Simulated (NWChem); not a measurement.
System meant: C$_{2}$H$_{7}$OSi cation

The following NWChem deck was run.

```
start job
memory heap 200 mb stack 900 mb global 1100 mb
charge 1
geometry units angstroms noautoz
  C     -0.940835    -1.523591     0.093097
  Si     0.038660     0.002776    -0.028067
  C     -0.642349     1.694680     0.021598
  O      1.612796    -0.253767    -0.177603
  H     -1.626740    -1.472271     0.955405
  H     -1.566402    -1.631348    -0.811030
  H     -0.285955    -2.402328     0.184408
  H      0.087346     2.459386    -0.281790
  H     -0.975599     1.914141     1.052737
  H     -1.535602     1.759005    -0.622697
  H      2.318602     0.401387    -0.265852
end
basis spherical
  C library def2-svp
  Si library def2-svp
  O library def2-svp
  H library def2-svp
end
dft
  odft
  mult 2
  xc b3lyp
  iterations 150
  mulliken
end
task dft energy
```

End of the output:

```
 ==============================================================================
                                 internuclear angles
 ------------------------------------------------------------------------------
        center 1       |       center 2       |       center 3       |  degrees
 ------------------------------------------------------------------------------
    2 Si               |   1 C                |   5 H                |   110.37
    2 Si               |   1 C                |   6 H                |   109.42
    2 Si               |   1 C                |   7 H                |   110.83
    5 H                |   1 C                |   6 H                |   106.99
    5 H                |   1 C                |   7 H                |   110.03
    6 H                |   1 C                |   7 H                |   109.10
    1 C                |   2 Si               |   3 C                |   125.15
    1 C                |   2 Si               |   4 O                |   113.66
    3 C                |   2 Si               |   4 O                |   121.19
    2 Si               |   3 C                |   8 H                |   112.93
    2 Si               |   3 C                |   9 H                |   108.78
    2 Si               |   3 C                |  10 H                |   109.90
    8 H                |   3 C                |   9 H                |   108.62
    8 H                |   3 C                |  10 H                |   109.61
    9 H                |   3 C                |  10 H                |   106.80
    2 Si               |   4 O                |  11 H                |   128.11
 ------------------------------------------------------------------------------
                            number of included internuclear angles:         16
 ==============================================================================

 Summary of "ao basis" -> "" (spherical)
 ------------------------------------------------------------------------------
       Tag                 Description            Shells   Functions and Types
 ---------------- ------------------------------  ------  ---------------------
 C                          def2-svp                 6       14   3s2p1d
 Si                         def2-svp                 8       18   4s3p1d
 O                          def2-svp                 6       14   3s2p1d
 H                          def2-svp                 3        5   2s1p

                                 NWChem DFT Module
                                 -----------------

 Summary of "ao basis" -> "ao basis" (spherical)
 ------------------------------------------------------------------------------
       Tag                 Description            Shells   Functions and Types
 ---------------- ------------------------------  ------  ---------------------
 C                          def2-svp                 6       14   3s2p1d
 Si                         def2-svp                 8       18   4s3p1d
 O                          def2-svp                 6       14   3s2p1d
 H                          def2-svp                 3        5   2s1p

  number of electrons :                   40
  multiplicity        :                    2
 ------------------------------------------------------------------------
  no. of electrons and multiplicity not compatible                  40
 ------------------------------------------------------------------------
 ------------------------------------------------------------------------
  current input line :
    30: task dft energy
 ------------------------------------------------------------------------
 ------------------------------------------------------------------------
 There is an error in the input file
 ------------------------------------------------------------------------
 For more information see the NWChem manual at https://nwchemgit.github.io

0: no. of electrons and multiplicity not compatible:Received an Error in Communication
```

Question: What is wrong, and how is it mended?

Answer: The program refused the input. Cause: the multiplicity doesn't fit the number of electrons (an even count wants an odd multiplicity, and the reverse). This input runs:
```
start job
memory heap 200 mb stack 900 mb global 1100 mb
charge 1
geometry units angstroms noautoz
  C     -0.940835    -1.523591     0.093097
  Si     0.038660     0.002776    -0.028067
  C     -0.642349     1.694680     0.021598
  O      1.612796    -0.253767    -0.177603
  H     -1.626740    -1.472271     0.955405
  H     -1.566402    -1.631348    -0.811030
  H     -0.285955    -2.402328     0.184408
  H      0.087346     2.459386    -0.281790
  H     -0.975599     1.914141     1.052737
  H     -1.535602     1.759005    -0.622697
  H      2.318602     0.401387    -0.265852
end
basis spherical
  * library def2-svp
end
dft
  xc b3lyp
  iterations 150
  mulliken
end
task dft energy
```
It converges to -444.73890 Ha (B3LYP/def2-SVP).
